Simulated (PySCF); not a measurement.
Species: CH2Cl3Si, net charge -1, singlet state. It need not be the lowest isomer of its formula. Whether it binds its extra electron was not tested at this geometry. 
Coordinates optimised at B3LYP-D3(BJ)/def2-TZVP (Ansatz):
```xyz
7

Si    -0.4734    -0.0092     0.0611
Cl     0.2883     1.8355    -0.6418
Cl     0.2751    -1.4964    -1.2447
Cl     0.9156    -0.3131     1.7100
C     -2.1874    -0.0278     0.2011
H     -2.6918     0.8301     0.6333
H     -2.6989    -0.9788     0.3060
```
Charge -1, spin multiplicity 1.

Dispersion corrections to the total energy (kcal/mol) from the dftd3 and dftd4 libraries through PySCF: D3(BJ) without and D4 with the three-body term, each with the damping fitted for the functional named.

```
functional      D3(BJ)          D4
----------  ----------  ----------
PBE              -5.69       -6.73
PW6B95           -3.78       -5.54
HF              -40.76      -21.05
TPSS             -7.59       -9.09
BP86        (withheld)       -9.54
BHLYP            -9.31  (withheld)
PBE0             -5.31  (withheld)
```

**Question.** Some entries are withheld; supply them.

**Answer.** 
- BP86, D3(BJ): -10.77
- BHLYP, D4: -9.36
- PBE0, D4: -5.78
